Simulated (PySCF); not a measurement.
## Computed structure and properties of [PbH5]−

System: [PbH5]− (singlet); start: template (D3h). Method: PySCF 2.14.0, RKS BP86, Pb def2-SVP with ECP60, H def2-SVP; non-relativistic Hamiltonian with scalar-relativistic core potentials where named; density fitting; no spin-orbit coupling.

Input of the relaxation:

```python
mol = gto.M(atom='''
Pb    -0.00000    -0.00000     0.00000
H      0.00000     0.00000     1.92000
H     -0.00000    -0.00000    -1.92000
H      1.92002    -0.00002    -0.00000
H     -0.96000     1.66279    -0.00000
H     -0.96002    -1.66278     0.00000''',
    basis={'Pb': 'def2-SVP', 'H': 'def2-SVP'},
    ecp={'Pb': 'def2-SVP'},
    charge=-1, spin=0)
mf = dft.RKS(mol, xc='B88,P86')
mf.grids.atom_grid = (50, 194)
mf = mf.density_fit()  # fitting sets: Pb def2-universal-JKFIT, H def2-universal-JKFIT
mf.conv_tol = 1e-08; mf.max_cycle = 55
mf.kernel(dm0)  # dm0: converged density of the start geometry
# quasi-Newton relaxation in Cartesian coordinates to a largest gradient under 0.00045 Eh/bohr, steps kept in the point group
```

Run from Python with OMP_NUM_THREADS=2; the lines above give its settings. Where DIIS fails, smearing, a level shift and second-order steps follow.
It took 6.2 s on 2 threads of AMD EPYC 7R43 64-Core Processor (Zen 3), with other jobs on the host, from the converged density of the start.

Course of the relaxation:

| step | energy above end (eV) | largest force component within the symmetry (eV/Å) |
| --- | --- | --- |
| 0 | 0.0261 | 0.213 |
| 1 | 0.0147 | 0.164 |
| 2 | 0.0002 | 0.025 |
| 3 | 0.0000 | 0.014 |
| 4 | 0.0000 | 0.000 |

Relaxed geometry (D3h):

```xyz
6

Pb    0.0000    0.0000    0.0000
H     0.0000    0.0000    1.9793
H     0.0000    0.0000   -1.9793
H     1.8735    0.0000    0.0000
H    -0.9367    1.6225    0.0000
H    -0.9367   -1.6224    0.0000
```

```csv
contact,Å
Pb1–H2 (H),1.979
Pb1–H3 (H),1.979
Pb1–H4 (H),1.873
Pb1–H5 (H),1.873
Pb1–H6 (H),1.873
```

On the finer grid (75, 302):

```yaml
HOMO: 0.83 eV
LUMO: 3.33 eV
Dipole_about_the_centre_of_mass: 0.00 D
Set_of_Mulliken_populations_of_Pb1_outside_the_core_potential: s 3.54, p 8.27, d 10.06
D3_BJ_dispersion_energy_not_in_the_energies: -0.126 eV
```

```tsv
atom	Mulliken (e)	Löwdin (e)	spin (e)
Pb1	0.13	-0.07	0.00
H2	-0.28	-0.23	0.00
H3	-0.28	-0.23	0.00
H4	-0.19	-0.16	0.00
H5	-0.19	-0.16	0.00
H6	-0.19	-0.16	0.00
```

The highest filled level lies above zero, as often for anions with such functionals and bases; it isn't the detachment energy.

On the grid (50, 194), as all that follows. Harmonic modes: a minimum; lowest 344 cm⁻¹ (negative: unstable), highest 1450 cm⁻¹, zero-point energy 0.671 eV.

Taking off one H (charge -1, singlet; the rest: singlet) in vacuum, both parts rigid, costs 2.89 eV; the small basis without counterpoise inflates it.

Rigid scan of H along the line from its metal:

```
distance to H2 (Å)  energy (eV)
              1.68        0.340
              1.78        0.129
              1.88        0.028
              1.98        0.000
              2.08        0.021
              2.18        0.073
              2.38        0.227
              2.68        0.496
              3.08        0.813
              3.58        1.088
```

One start shape was tried, so this needn't be the lowest isomer.
